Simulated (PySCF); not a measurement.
(OMe)3Si-NH-SiH3, C3H13NO3Si2.
Bonds: Si1–O2, Si1–O4, Si1–O6, Si1–N8, O2–C3, O4–C5, O6–C7, N8–Si9. Hydrogens: H10, H11, H12 on C3; H13, H14, H15 on C5; H16, H17, H18 on C7; H19 on N8; H20, H21, H22 on Si9.

Lines to be assigned: C 1s: 292.20 eV; N 1s: 404.17 eV; O 1s: 537.94 eV; Si 1s: 1846.94 (area 1), 1847.98 (area 1) eV; Si 2p3/2: 107.09 (area 1), 107.71 (area 1) eV.

Computed with PySCF 2.14.0, delta-SCF UKS SCAN, pcX-2 on the ionised atom, pcseg-1 elsewhere, spin-free X2C. The structure is a single PBE0-D3(BJ)/def2-SVP conformer in the gas phase; no vibrational or solvent corrections.

(1) Order the silicon atoms by Si 1s binding energy.

(2) Order the silicon atoms by Si 2p3/2 binding energy.

## Answers

(1) 1846.94 eV: Si9 (silicon bonded to N and 3 H); 1847.98 eV: Si1 (silicon bonded to N and 3 O). The listed Si 1s values span 1.04 eV, from Si9 (bonded to N and 3 H) to Si1 (bonded to 3 O and N).

(2) 107.09 eV: Si9 (silicon bonded to N and 3 H); 107.71 eV: Si1 (silicon bonded to N and 3 O). The listed Si 2p3/2 values span 0.62 eV, from Si9 (bonded to N and 3 H) to Si1 (bonded to 3 O and N).

Bonded neighbours of each site: Si1: 3 O and N; O2/O4/O6: C and Si; C3/C5/C7: O and 3 H; N8: H and 2 Si; Si9: N and 3 H.

Express the binding energy of O 1s of O2 (atom 2)/O4/O6 in atomic units and per mole.

537.94 eV = 19.7689 Eh = 51903 kJ/mol.

Topologically equivalent atoms share the value of their first member; where this conformer doesn't relate them by symmetry, their own values could differ. The 2p values add to the ΔSCF energy of one spin-free hole a correction within the shell (spin–orbit coupling, ligand field). 2p1/2 minus 2p3/2 (ligand field included): Si 0.62 eV.
